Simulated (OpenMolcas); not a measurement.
**Cl III: effect of the basis set**

| Property | Result |
| --- | --- |
| Program | OpenMolcas 26.06 |
| Method | RASSCF |
| Active space | 3 electrons in 9 orbitals (RAS2 3p; RAS3 3d 4s, at most 1 electron) |
| State averaging | 2S+1 = 4 odd, 1 root; 2S+1 = 2 odd, 8 roots; 2S+1 = 4 even, 18 roots; 2S+1 = 2 even, 54 roots |
| Spin-orbit coupling | RASSI with atomic mean-field integrals over the reference wave functions, term energies averaged over their components |

A. ANO-RCC-VQZP [6s5p3d2f1g], DKH2, point nucleus; cost of the order of 30 core-seconds
B. ANO-R3 [6s5p4d3f1g], X2C, finite nucleus; cost roughly 24 core-seconds
C. ANO-RCC [8s7p5d4f2g], DKH2, point nucleus; cost roughly 40 core-seconds

Energies in cm-1 above 3s2 3p3 4S* 3/2, the measured ground level; measured values from Moore, Atomic Energy Levels, vol. I, NSRDS-NBS 35 (1971 reprint of NBS Circular 467, 1949).

```
               Level       A       B       C  Measured
     3s2 3p3 4S* 3/2     0.0     0.0     0.0       0.0
     3s2 3p3 2D* 3/2   22761   22731   22753     18053
     3s2 3p3 2D* 5/2   22804   22774   22797     18120
     3s2 3p3 2P* 1/2   37843   37810   37833     29812
     3s2 3p3 2P* 3/2   37899   37867   37891     29907
   3s2 3p2 3d 4F 3/2  149116  147233  146667          
   3s2 3p2 3d 4F 5/2  149330  147453  146885          
   3s2 3p2 3d 4F 7/2  149633  147762  147194          
   3s2 3p2 3d 4F 9/2  150029  148165  147598          
   3s2 3p2 3d 4D 1/2  155459  154073  153120          
   3s2 3p2 3d 4D 3/2  155534  154152  153197          
   3s2 3p2 3d 4D 5/2  155649  154264  153316          
   3s2 3p2 3d 4D 7/2  155783  154382  153455          
3s2 3p2 3d 2F 5/2(1)  159210  156315  157057          
3s2 3p2 3d 2P 3/2(1)  159679  158154  157611          
3s2 3p2 3d 2F 7/2(1)  159872  156986  157726          
3s2 3p2 3d 2P 1/2(1)  160438  158932  158382          
   3s2 3p2 4s 4P 1/2  174655  176491  173591    173736
   3s2 3p2 4s 4P 3/2  174877  176733  173758    174094
   3s2 3p2 4s 4P 5/2  175148  177023  173922    174614
   3s2 3p2 3d 2G 7/2  176902  175632  174775          
   3s2 3p2 3d 2G 9/2  176923  175671  174802          
   3s2 3p2 3d 4P 3/2  179078  179991  177496          
   3s2 3p2 3d 4P 1/2  179091  180019  177450
```

Deviations, from unrounded energies. A percentage is the sum of absolute deviations over the sum of measured energies, with the sign that they share, or ± where signs differ.

```json
{"Against measurement": "mean absolute deviation (cm-1)", "Levels": "7", "A": "4000", "B": "4700", "C": "3800"}
{"Against measurement": "other terms of the ground configuration (%)", "Levels": "4", "A": "+26.5", "B": "+26.4", "C": "+26.5"}
{"Against measurement": "other configurations (%)", "Levels": "3", "A": "+0.4", "B": "+1.5", "C": "-0.2"}
```

A, C lie about equally close to measurement and B furthest from it. The largest miss of C in the table is 3s2 3p3 2P* 1/2, by +8000 cm-1. The ranking rests on the paired levels alone, and a cruder setting can come out closer through cancelling errors.

Among A to C the level of the table that moves most is 3s2 3p2 4s 4P 5/2, by 3100 cm-1 (lowest in C, highest in B).

ANO sets are built for valence states and can reach diffuse excited orbitals poorly, and with the s shell closed the s pⁿ⁺¹ terms that mix with these levels are absent. With the s shell closed, the reference lacks s² → p² mixing. Measured partners are found by configuration, term and J. A level has none where our copy of the source lacks it or the pairing is in doubt (some pairs that miss far off the trend of their configuration count as doubtful), and it then counts in no deviation. Levels of configurations outside the active space are missing. Levels that lie high or do not pair safely by name in every column are left out.

A number in round brackets counts repeated terms of one configuration in the order of the reference energies. * marks odd parity.
